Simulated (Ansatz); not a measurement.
PBE exchange is replaced step by step with exact exchange (0 % is PBE, 25 % PBE0; no dispersion term), basis def2-TZVPD, Ansatz. System: B4F⁻. The state is a singlet with charge -1. Geometry: PBE-D4/def2-SVPD.

Geometry of the singlet:

Cartesian coordinates in Å:
```
B 0.139 0.799 0.029
B -0.032 -0.601 0.834
B -0.318 -1.829 -0.067
B -0.162 -0.516 -0.875
F 0.373 2.147 0.079
```

The restricted singlet is unstable towards broken spin symmetry at other levels; at PBE with 5 % exact exchange/def2-TZVPD, PBE with 10 % exact exchange/def2-TZVPD, PBE with 15 % exact exchange/def2-TZVPD, PBE with 35 % exact exchange/def2-TZVPD and others this wasn't settled. At PBE0-D4/def2-TZVPD the restricted singlet is unstable: a solution with broken spin symmetry lies lower. The geometry of the singlet was relaxed on an unsound state (restricted singlet, unstable towards broken spin symmetry at other levels and untested here). The structure comes from a short search, and lower isomers may exist.

```json
{"exact exchange (%)": "0", "HOMO (eV)": "-0.12", "LUMO (eV)": "1.43", "gap (eV)": "1.55"}
{"exact exchange (%)": "5", "HOMO (eV)": "-0.35", "LUMO (eV)": "1.57", "gap (eV)": "1.92"}
{"exact exchange (%)": "10", "HOMO (eV)": "-0.59", "LUMO (eV)": "1.71", "gap (eV)": "2.30"}
{"exact exchange (%)": "15", "HOMO (eV)": "-0.76", "LUMO (eV)": "1.85", "gap (eV)": "2.61"}
{"exact exchange (%)": "25", "HOMO (eV)": "-1.10", "LUMO (eV)": "2.13", "gap (eV)": "3.23"}
{"exact exchange (%)": "35", "HOMO (eV)": "-1.44", "LUMO (eV)": "2.40", "gap (eV)": "3.84"}
{"exact exchange (%)": "50", "HOMO (eV)": "-1.95", "LUMO (eV)": "2.81", "gap (eV)": "4.76"}
```
